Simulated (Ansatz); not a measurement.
Cl₃H₂InSe (`[Cl][In-]([Cl])([Cl])[SeH2+]`), 7 atoms. Charge 0, multiplicity 1. Correlated methods include outer-core shells of In, Se, which these sets cover unevenly. Scalar relativity is left out up to krypton. In: def2 effective core potential. All runs use 4 threads of an Intel Xeon Platinum 8259CL on a shared host. Correlated methods freeze the cores.

Problem. How many basis functions does each run have, and how long does it take in Ansatz? RKS PBE0-D4/def2-SVP energy; RKS BLYP-D4/def2-TZVPP energy; RKS PBE0-D4/def2-TZVP relaxation (7 steps); RHF-MP2/def2-QZVPP energy; RHF-CCSD(T)/def2-SVP energy; RKS PBE0-D4/def2-TZVP frequencies; RKS ωB97M-V/def2-QZVPP energy; RKS PBE0-D4/def2-QZVPP energy; RKS ωB97M-V/def2-SVP energy; RHF-CCSD(T)/def2-TZVPP energy; RKS r2SCANh-D4/def2-TZVPP energy; direct RPA on PBE orbitals/def2-TZVPP energy. (Best estimate.)

Solution. The calculation gave: Other jobs shared the machine, so times are rough.

```json
{"level": "RKS PBE0-D4/def2-SVP", "job": "energy", "functions": "122", "wall time": "1.9 s", "peak host memory (GiB)": "0.48"}
{"level": "RKS BLYP-D4/def2-TZVPP", "job": "energy", "functions": "252", "wall time": "2.2 s", "peak host memory (GiB)": "0.46"}
{"level": "direct RPA on PBE orbitals/def2-TZVPP", "job": "energy", "functions": "252", "wall time": "6 s", "peak host memory (GiB)": "0.69"}
{"level": "RKS ωB97M-V/def2-SVP", "job": "energy", "functions": "122", "wall time": "6.5 s", "peak host memory (GiB)": "0.52"}
{"level": "RKS r2SCANh-D4/def2-TZVPP", "job": "energy", "functions": "252", "wall time": "7.5 s", "peak host memory (GiB)": "1.2"}
{"level": "RHF-CCSD(T)/def2-SVP", "job": "energy", "functions": "122", "wall time": "9.5 s", "peak host memory (GiB)": "0.65"}
{"level": "RKS PBE0-D4/def2-QZVPP", "job": "energy", "functions": "441", "wall time": "14 s", "peak host memory (GiB)": "2.6"}
{"level": "RKS ωB97M-V/def2-QZVPP", "job": "energy", "functions": "441", "wall time": "25 s", "peak host memory (GiB)": "2.9"}
{"level": "RHF-MP2/def2-QZVPP", "job": "energy", "functions": "441", "wall time": "25 s", "peak host memory (GiB)": "2.5"}
{"level": "RKS PBE0-D4/def2-TZVP", "job": "relaxation (7 steps)", "functions": "221", "wall time": "51 s", "peak host memory (GiB)": "0.93"}
{"level": "RKS PBE0-D4/def2-TZVP", "job": "frequencies", "functions": "221", "wall time": "3.4 min", "peak host memory (GiB)": "0.95"}
{"level": "RHF-CCSD(T)/def2-TZVPP", "job": "energy", "functions": "252", "wall time": "3.8 min", "peak host memory (GiB)": "5.6"}
```
